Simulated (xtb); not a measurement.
C₄NiO₄, singlet, geometry from GFN2-xTB (such geometries of metal compounds can be far from the true shape). Base run: GFN2-xTB run with xtb.

Here is a job for xtb.
```
$ xtb mol.xyz --gfn 2 --json

# file mol.xyz
9

Ni    -0.00003582    -0.00773716     0.01960940
O      1.93923716     1.49032821    -1.61885180
C      1.19284818     0.91499975    -0.99111156
O      1.44317332    -1.42618256     2.16326098
C      0.88547197    -0.88079153     1.34248493
O     -1.42199832    -1.96263108    -1.66803699
C     -0.87547925    -1.21207300    -1.01987292
O     -1.94751852     1.86910439     1.19287458
C     -1.19927282     1.14744715     0.74402434
```

Each row names what was changed in the base input (with any setting that the change needs).

```
change               ΔE vs base (kJ/mol)  HOMO-LUMO gap (eV)  G_solv (kcal/mol)  SCF cycles
-------------------  -------------------  ------------------  -----------------  ----------
base                                0.00                3.58                  -          12
etemp = 1000                        0.00                3.58                  -          12
gbsa = thf                        -11.17                3.60              -2.70          12
alpb = thf                         -33.4                3.65              -8.24          11
acc = 0.1                           0.00                3.58                  -          13
alpb = acetonitrile                  ___                3.60                ___          11
```

### Question
What belongs in the gaps?

### Answer

- alpb = acetonitrile, ΔE vs base (kJ/mol): -39.2
- alpb = acetonitrile, G_solv (kcal/mol): -9.39

ALPB and GBSA are two models with their own fitted parameters for each solvent, which aren't always the measured dielectric constant.
